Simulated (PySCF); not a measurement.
2-phenylselenophene (C10H8Se), SMILES c1ccc(-c2ccc[se]2)cc1. Atoms are numbered in the order given.

```xyz
19

C     -3.8056     0.4456    -0.4098
C     -3.1289    -0.7731    -0.3895
C     -1.7400    -0.8030    -0.3141
C     -0.9943     0.3851    -0.2483
C      0.4676     0.3688    -0.1729
C      1.3499     1.3274    -0.6104
C      2.7276     1.0381    -0.3941
C      2.9710    -0.1564     0.2235
Se     1.3994    -1.0567     0.6071
C     -1.6903     1.6057    -0.2602
C     -3.0783     1.6340    -0.3466
H     -4.8959     0.4695    -0.4717
H     -3.6868    -1.7110    -0.4421
H     -1.2190    -1.7644    -0.3269
H      1.0113     2.2334    -1.1171
H      3.5290     1.7121    -0.7040
H      3.9390    -0.5818     0.4860
H     -1.1328     2.5410    -0.1785
H     -3.5985     2.5949    -0.3517
```

Coordinates come from a PBE0-D3(BJ)/def2-SVP optimisation. Other conformers were not sampled.

These are B3LYP/pcSseg-1 run with PySCF values and carry that method's errors.

GIAO shieldings, no solvent; atoms listed in one row are averaged. δ = σ(ref) − σ: ¹³C against TMS (σ = 181.3 ppm); ⁷⁷Se against Me2Se (σ = 1647.9 ppm); ¹H against TMS (σ = 31.68 ppm), references at their B3LYP-D3(BJ)/def2-TZVP geometries, non-relativistic.

```json
[
 {"nucleus": "¹³C", "atoms": "C5", "count": "1", "δ (ppm)": "167.9"},
 {"nucleus": "¹³C", "atoms": "C4", "count": "1", "δ (ppm)": "144.9"},
 {"nucleus": "¹³C", "atoms": "C8", "count": "1", "δ (ppm)": "144.5"},
 {"nucleus": "¹³C", "atoms": "C7", "count": "1", "δ (ppm)": "136.9"},
 {"nucleus": "¹³C", "atoms": "C2, C11", "count": "2", "δ (ppm)": "136.9"},
 {"nucleus": "¹³C", "atoms": "C3", "count": "1", "δ (ppm)": "135.7"},
 {"nucleus": "¹³C", "atoms": "C1", "count": "1", "δ (ppm)": "135.2"},
 {"nucleus": "¹³C", "atoms": "C10", "count": "1", "δ (ppm)": "133.0"},
 {"nucleus": "¹³C", "atoms": "C6", "count": "1", "δ (ppm)": "130.8"},
 {"nucleus": "⁷⁷Se", "atoms": "Se9", "count": "1", "δ (ppm)": "529.7"},
 {"nucleus": "¹H", "atoms": "H18", "count": "1", "δ (ppm)": "7.87"},
 {"nucleus": "¹H", "atoms": "H14", "count": "1", "δ (ppm)": "7.69"},
 {"nucleus": "¹H", "atoms": "H17", "count": "1", "δ (ppm)": "7.68"},
 {"nucleus": "¹H", "atoms": "H13, H19", "count": "2", "δ (ppm)": "7.62"},
 {"nucleus": "¹H", "atoms": "H12", "count": "1", "δ (ppm)": "7.50"},
 {"nucleus": "¹H", "atoms": "H15", "count": "1", "δ (ppm)": "7.48"},
 {"nucleus": "¹H", "atoms": "H16", "count": "1", "δ (ppm)": "7.32"}
]
```
